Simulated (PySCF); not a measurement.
Spectrum to structure. The calculation used TDDFT CAM-B3LYP/def2-SVPD, vertical, gas phase, core orbitals frozen in the response (PySCF 2.14.0, density-fitted response routines). Geometries: GFN2-xTB, one conformer each.

```
state  E (eV)       f  main configurations (H = HOMO, L = LUMO)
   S1    4.91  0.0029                                 H→L (88%)
   S2    5.56   0.043                               H→L+1 (88%)
   S3    5.76  0.0058                H-1→L (73%), H-1→L+1 (11%)
   S4    6.08   0.178                H→L+2 (62%), H-1→L+1 (20%)
   S5    6.12   0.079   H-1→L+1 (46%), H→L+2 (24%), H-1→L (12%)
   S6    6.33   0.027                  H→L+3 (52%), H→L+5 (24%)
   S7    6.73  0.0020     H→L+5 (35%), H→L+4 (22%), H→L+3 (22%)
   S8    6.83  0.0033     H→L+4 (48%), H→L+5 (16%), H→L+3 (12%)
```

**Question.** Which candidate is it?
A. `C=CS[Si@@H](S)C#N`
B. `CN(C)C(=S)C(F)F`
C. `S=C(CO)N(C)C`

**Answer.** A. Its S1, at 4.91 eV, is the highest among the candidates; the nearest of the others has S1 at 3.93 eV. S1 is HOMO→LUMO (88%). Löwdin shares by element: HOMO sulfur 46% or more, carbon 40% or more, silicon 5%; LUMO silicon 24%, sulfur 17% or more, carbon 16% or more, nitrogen 14% (atoms not listed hold the other 29%). At the same level the other candidates give, for their lowest levels:
- `CN(C)C(=S)C(F)F`: 3.27 eV (f 0.000); 4.90 eV (f 0.287); 6.32 eV (f 0.058); 6.48 eV (f 0.066); 6.56 eV (f 0.016); T1 2.89 eV; HOMO -7.84, LUMO -0.50 eV
- `CN(C)C(=S)CO`: 3.93 eV (f 0.000); 5.19 eV (f 0.267); 6.11 eV (f 0.053); 6.16 eV (f 0.030); 6.25 eV (f 0.052); T1 3.41 eV; HOMO -7.84, LUMO 0.11 eV

Shape of the structure used: `[CH2:1]=[CH:2][S:3][Si@@H:4]([SH:5])[C:6]#[N:7]`: C1–C2–S3–Si4 -164°, C2–S3–Si4–S5 -172°, H–S5–Si4–S3 0°.
Triplets come from the Tamm–Dancoff approximation.
